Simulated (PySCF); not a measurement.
BFCl₂, SMILES FB(Cl)Cl.

Geometry: ωB97X-D3(BJ)/def2-SVP.

Vertical ionisation energy (IE) and electron affinity (EA) in eV. Rows of orbital energies are one-electron estimates. Where ΔSCF, EOM or ADC give a negative EA the extra electron is unbound and the value depends on the basis.

| level | IE | EA |
|---|---|---|
| −ε(HOMO), −ε(LUMO), PBE/def2-TZVPD (PySCF) | 8.01 | 2.16 |
| ADC(2)/aug-cc-pVDZ (PySCF) | [?] | [?] |

**Question.** What belongs in the gaps? (The exact figures need the calculation; the answer reports its results.)

**Answer.** 
- ADC(2)/aug-cc-pVDZ (PySCF), IE: 11.72
- ADC(2)/aug-cc-pVDZ (PySCF), EA: -0.82

**Question.** Beyond the first one, list the lowest photoelectron lines from ADC(2)/aug-cc-pVDZ (PySCF) with their pole strengths (two spins summed). (The exact figures need the calculation; the answer reports its results.)

**Answer.** 12.26 eV (1.82), 12.78 eV (1.81), 13.14 eV (1.81), 13.55 eV (1.78), 16.10 eV (1.75).
